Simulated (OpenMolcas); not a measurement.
Computed levels of 3s2 3p in ions with 13 electrons, in cm-1 above 2P* 1/2.

| Property | Result |
| --- | --- |
| Program | OpenMolcas 26.06 |
| Method | SS-CASPT2, IPEA 0.25 Eh, imaginary shift 0.1 Eh |
| Basis | ANO-R2 |
| Scalar Hamiltonian | X2C, finite nucleus |
| Spin-orbit coupling | RASSI with atomic mean-field integrals over the reference wave functions, term energies averaged over their components |

Active space for each ion: 3 electrons in 4 orbitals (3s 3p); closed shells correlated by CASPT2: 2s 2p.

| Level | P2+ | Cl4+ | Ar5+ |
| --- | --- | --- | --- |
| 2P* 3/2 | 496 | 1361 | 2060 |

**Question.** Estimate 2P* 3/2 for S3+ from its neighbours P2+ and Cl4+.

**Answer.** 2P* 3/2 is fine structure, which grows about as the fourth power of a screened charge, so the fourth roots are averaged: ((496^0.25 + 1361^0.25) / 2)^4 = 848. The calculation gives 851, so the estimate is off by -0.4 %; the measured value is 951 (NIST levels in Podobedova, Kelleher and Wiese, J. Phys. Chem. Ref. Data 38, 171 (2009)).

Over all roots computed the reference weight is 0.88 to 0.98 in P2+, 0.88 to 0.99 in S3+, 0.88 to 0.99 in Cl4+, 0.88 to 0.99 in Ar5+; the roots of lowest weight are the least certain, and an intruder state may touch them. Computed and measured levels are paired by configuration, term and J; levels that our copy of the source lacks, or whose pairing is in doubt (as where it misses far off the trend of its configuration), stay unpaired and out of the deviations. Levels of configurations outside the active space are missing.

* marks odd parity.
